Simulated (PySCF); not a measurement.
TDDFT excited states: C5H7FO2

C₅H₇FO₂.
Numbering: `[CH3:1][O:2]/[C:3]([CH3:4])=[CH:5]\[C:6](=[O:7])[F:8]` (hydrogens: H9, H10, H11 on C1; H12, H13, H14 on C4; H15 on C5)

Structure used (GFN2-xTB), in Å, numbered top down from 1:
```xyz
15
C5H7FO2 angstrom
C     -0.6228    1.9065   -0.6274
O      0.3241    0.9699   -0.1656
C     -0.0271   -0.2941    0.0659
C     -1.4379   -0.7359   -0.1613
C      0.9141   -1.1650    0.5092
C      2.2808   -0.7943    0.7440
O      2.8592    0.2348    0.6264
F      2.9943   -1.8965    1.1888
H     -1.0345    1.6211   -1.5996
H     -0.0757    2.8419   -0.7303
H     -1.4397    2.0434    0.0867
H     -1.7233   -0.5809   -1.2017
H     -2.1229   -0.1636    0.4638
H     -1.5442   -1.7888    0.0761
H      0.6512   -2.1905    0.7030
```

Computed, not measured: TDDFT CAM-B3LYP/def2-SVPD, vertical, gas phase, core orbitals frozen in the response (PySCF).

```json
{"state": "S1", "E (eV)": "5.33", "λ (nm)": "232.5", "f": "0.0000", "|μ| (D)": "0.01", "symmetry": "–", "main configurations (H = HOMO, L = LUMO)": "H-1→L (93%)"}
{"state": "S2", "E (eV)": "5.58", "λ (nm)": "222.4", "f": "0.453", "|μ| (D)": "4.63", "symmetry": "A′", "main configurations (H = HOMO, L = LUMO)": "H→L (98%)"}
{"state": "S3", "E (eV)": "6.62", "λ (nm)": "187.3", "f": "0.012", "|μ| (D)": "0.69", "symmetry": "A″", "main configurations (H = HOMO, L = LUMO)": "H→L+1 (81%), H→L+2 (11%)"}
{"state": "S4", "E (eV)": "7.37", "λ (nm)": "168.3", "f": "0.0009", "|μ| (D)": "0.18", "symmetry": "–", "main configurations (H = HOMO, L = LUMO)": "H→L+2 (65%), H→L+1 (14%)"}
{"state": "S5", "E (eV)": "7.48", "λ (nm)": "165.8", "f": "0.0003", "|μ| (D)": "0.10", "symmetry": "–", "main configurations (H = HOMO, L = LUMO)": "H-3→L (88%)"}
{"state": "S6", "E (eV)": "7.83", "λ (nm)": "158.4", "f": "0.0017", "|μ| (D)": "0.24", "symmetry": "–", "main configurations (H = HOMO, L = LUMO)": "H→L+3 (76%)"}
{"state": "S7", "E (eV)": "8.21", "λ (nm)": "151.1", "f": "0.047", "|μ| (D)": "1.24", "symmetry": "A′", "main configurations (H = HOMO, L = LUMO)": "H-1→L+1 (38%), H-2→L (30%), H-1→L+3 (17%)"}
{"state": "S8", "E (eV)": "8.26", "λ (nm)": "150.2", "f": "0.011", "|μ| (D)": "0.58", "symmetry": "A′", "main configurations (H = HOMO, L = LUMO)": "H→L+4 (87%), H→L+8 (10%)"}
```

Triplets, Tamm–Dancoff:

```json
{"state": "T1", "E (eV)": "3.50", "λ (nm)": "354.4", "main configurations (H = HOMO, L = LUMO)": "H→L (96%)"}
{"state": "T2", "E (eV)": "4.91", "λ (nm)": "252.7", "main configurations (H = HOMO, L = LUMO)": "H-1→L (90%)"}
{"state": "T3", "E (eV)": "6.38", "λ (nm)": "194.4", "main configurations (H = HOMO, L = LUMO)": "H-2→L (64%), H→L+8 (8%)"}
```

The lowest singlet lies at 5.33 eV (232 nm, ultraviolet) and is dark (f under 0.0005); its leading configuration is HOMO-1→LUMO (93%). The strongest level in the table is S2 at 5.58 eV (222 nm, f = 0.453). Löwdin shares by element: HOMO carbon 51% or more, oxygen 29% (atoms not listed hold the other 20%); LUMO carbon 58% or more, oxygen 15% or more (atoms not listed hold the other 26%). The listed states span 2.92 eV, and the widest gap between neighbours is 1.04 eV (S2 to S3). Of the 8 states listed, 4 reach f = 0.01 and 2 stay under 0.0005. The oscillator strengths of these states sum to 0.526; summed over the whole spectrum of an exact calculation they would give the number of electrons, 62 (Thomas–Reiche–Kuhn). Symmetry labels in Cs follow from the direction of the transition dipole and are given only for states with f of 0.002 or more. The window holds the lowest 8 singlets.

One conformer stands for the species.
